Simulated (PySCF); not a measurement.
BF4 (charge -1).
Structure used (PBE0-D3(BJ)/def2-TZVP), in Å, numbered top down from 1:
```
atom  x, y, z in Å
F1    -0.608    0.760    0.880
B2     0.205   -0.047    0.068
F3     1.019   -0.857    0.877
F4    -0.603   -0.860   -0.744
F5     1.014    0.767   -0.743
```

Computed with PySCF at wB97X-D/pcSseg-2, non-relativistic, on one gas-phase PBE0-D3(BJ)/def2-TZVP geometry that isn't relaxed in the solvent. The solvent is an IEF-PCM continuum (van der Waals radii × 1.2). Only the electrostatic response of the medium enters.

Gas phase at wB97X-D/pcSseg-2: HOMO -6.68 eV, LUMO 8.98 eV.

**Question.** What does the continuum do to the energy and the frontier levels at wB97X-D/pcSseg-2 in chloroform?

**Answer.** 
```csv
solvent,ε,E(solvent) − E(gas) (kJ/mol),polarisation term (kJ/mol),distortion of the solute (kJ/mol),HOMO (eV),LUMO (eV)
chloroform,4.711,-198.89,-199.00,0.11,-10.84,5.11
```

The polarisation term is half the interaction of the solute with the surface charges that it induces; the rest is the cost of distorting the solute's density. The sum is the electrostatic part of solvation alone.

**Question.** Which radius a makes Born's formula ΔE = −(q²/2a)(1 − 1/ε) give the value in chloroform?

**Answer.** a = q²(1 − 1/ε)/(2|ΔE|) = 2.75 Å, with q = -1 e and |ΔE| = 0.0758 Eh; the farthest nucleus lies 1.40 Å from the centroid of the nuclei. The formula assumes a point charge at the centre of a sphere.

The run took 10 s wall on one thread, Arm Neoverse V1 (aarch64), on a shared host, and the process peaked at 0.76 GiB of memory. This is the whole shielding run at wB97X-D/pcSseg-2 in chloroform, SCF included.

Note: wB97X-D ran without an empirical dispersion term, which enters the total energy and its gradient alone.
